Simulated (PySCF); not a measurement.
The complex [Ni(NH3)6]2+ (charge +2) contains Ni(II), shell d8. The structure is a PBE0-D3(BJ)/def2-SVP, IEF-PCM water geometry optimised for multiplicity 3; coordination octahedral, point group S6, metal–donor distances 2.14 Å.

```
25

Ni    0.0000    0.0000    0.0000
N    -0.0201    2.1376   -0.0201
H     0.0003    2.5629    0.9079
H     0.7691    2.5442   -0.5247
H    -0.8546    2.5121   -0.4742
N     0.0201   -2.1376    0.0201
H    -0.0003   -2.5629   -0.9079
H     0.8546   -2.5121    0.4742
H    -0.7691   -2.5442    0.5247
N    -0.0201   -0.0201    2.1376
H     0.9079    0.0003    2.5629
H    -0.5247    0.7691    2.5442
H    -0.4742   -0.8546    2.5121
N     0.0201    0.0201   -2.1376
H    -0.9079   -0.0003   -2.5629
H     0.4742    0.8546   -2.5121
H     0.5247   -0.7691   -2.5442
N     2.1376   -0.0201   -0.0201
H     2.5629    0.9079    0.0003
H     2.5442   -0.5247    0.7691
H     2.5121   -0.4742   -0.8546
N    -2.1376    0.0201    0.0201
H    -2.5629   -0.9079   -0.0003
H    -2.5121    0.4742    0.8546
H    -2.5442    0.5247   -0.7691
```

Method (PySCF 2.14, density fitting): CASSCF(8,5) with orbitals averaged over all microstates of the shell, strongly contracted NEVPT2 on the averaged canonical orbitals; basis x2c-TZVPall on the metal, x2c-SVPall elsewhere; spin-free X2C; IEF-PCM water; spin-orbit coupling by state interaction with the mean-field operator over all roots.

(1) Which term lies lowest, and with what spin?

(2) List the excited states of the same spin.

(3) Which is the lowest state of another spin?

(4) What ligand-field parameters describe the result?

(5) What magnetic behaviour follows?

NEVPT2 lifts 3Ag (from 3T2g) from 8518 to 11668 cm⁻¹; on the d shell alone it tends to overshoot states that fill the eg-type orbitals.

The job took 48 s on one thread of Arm Neoverse N1 (shared host), with 222 basis functions and a peak of 1.2 GiB, launched as `OMP_NUM_THREADS=1 python lf_run.py task.json out`.

## Answers

(1) 3Ag (from 3A2g) (S = 1, orbital degeneracy 1), with 6.0 electrons in the lower (t2g-type) set and 2.0 in the upper (eg-type) set, by NEVPT2.

(2) By NEVPT2: 3Ag (from 3T2g) at 11668 cm⁻¹ (857 nm); 3Eg (from 3T2g) at 11723 cm⁻¹ (853 nm); 3Eg (from 3T1g) at 19324 cm⁻¹ (517 nm); 3Ag (from 3T1g) at 19558 cm⁻¹ (511 nm); 3Ag (from 3T1g) at 31256 cm⁻¹ (320 nm); 3Eg (from 3T1g) at 31653 cm⁻¹ (316 nm). All are electric-dipole forbidden at this geometry.

(3) 1Eg at 16514 cm⁻¹ by NEVPT2; CASSCF alone puts it at 18492 cm⁻¹ above the same ground state.

(4) At CASSCF level (the NEVPT2 levels don't fit a ligand-field model well): orbital energies 0, 84, 84, 8601, 8601 cm⁻¹; 10Dq = 8545 cm⁻¹ (difference of the means of the two sets); B = 1261 cm⁻¹; C = 4664 cm⁻¹; B over its free-ion value at the same level 0.956; rms of the fit 44 cm⁻¹; ζ = 647 cm⁻¹ (free ion 660).

(5) The ground multiplet follows a spin Hamiltonian with S = 1, g = 2.196, 2.196, 2.201, D = -0.71 cm⁻¹, E/|D| = 0.00 (spin-orbit part alone); the lowest levels hold 99 % of the spin-free ground state. μeff is 3.17 μB at 300 K and 3.11 μB at 10 K; the spin-only value is 2.83 μB.
